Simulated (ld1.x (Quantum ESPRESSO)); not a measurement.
iodine, TM: configuration errors across variants

* Element: I
* Generator: ld1.x (Quantum ESPRESSO) 7.5
* Type: norm-conserving Troullier–Martins (Kleinman–Bylander form)
* Functional: PBE
* Relativity: fully relativistic
* Frozen core: [Kr] 4d10
* Valence charge: 7
* Reference configuration: 5s2 5p4.5 (charge +0.5)
* Partial waves: 5s (bound): rc 1.35 bohr; 5p (bound): rc 2.00 bohr
* Local potential: all-electron potential smoothed inside 1.15 bohr (lloc = -2)
* Core correction: none

Open shells are filled in proportion to 2j + 1 (rel_dist='average').

All-electron excitation energies from the reference (eV): (1) 5s2 5p5 -4.545; (2) 5s2 5p4 6.612; (3) 5s2 5p3 26.487; (4) 5s2 5p5.3 -6.336; (5) 5s2 5p2 55.849; (6) 5s2 5p1 95.315; (7) 5s1 5p5 17.546.

Tests that are not counted but printed errors over 1 eV. “local potential all-electron potential smoothed inside 1.10 bohr (lloc = -1)”: 5s2 5p1 (pseudo-atom not self-consistent, printed error -19.9 eV).

5 further variants failed, have other tests or another functional or relativity, and are left out.

A true bound ghost makes a file unfit for plane-wave use even where its test errors are small: the radial tests pick states by their node count and pass the ghost by. Where a test does run into it, the solver fails or the error is huge.

Errors AE − PS in meV (a dash: test not solved or not reliable):

```tsv
change	(1)	(2)	(3)	(4)	(5)	(6)	(7)	bound ghosts
base	+2.0	+2.5	+26	+4.6	+74	+103	+40	s, d
core correction a·sin(br)/r model core inside 0.70 bohr	+1.9	+2.2	+21	+4.2	+47	+13	-0.5	s, d
local potential all-electron potential smoothed inside 1.10 bohr (lloc = -1)	-0.4	-0.6	-7.5	-0.9	-21	–	+16	s, p3/2, p1/2, d
wave 5p (bound): rc 2.00 bohr becomes 5p (bound): rc 1.42 bohr	+4.4	+6.4	+70	+10	+223	+399	+82	s, d, p3/2
all radii scaled by about 1.04 (s 1.40, p 2.08 bohr); local potential all-electron potential smoothed inside 1.20 bohr (lloc = -2)	+1.0	+1.0	+7.4	+2.3	+9.7	-20	+23	s, d
wave 5s (bound): rc 1.35 bohr becomes 5s (bound): rc 1.96 bohr	+2.2	+2.7	+30	+4.9	+93	+164	+19	s, d
core correction a·sin(br)/r model core inside 1.50 bohr	+1.8	+2.2	+21	+4.2	+46	+8.6	+1.6	s, d
```

(1) Give the same row for: local potential all-electron potential smoothed inside 0.86 bohr (lloc = -2).

Answers

(1) -0.4, -0.7, -8.3, -1.0, -24, -30, +16; bound ghosts: s, p3/2, p1/2, d.
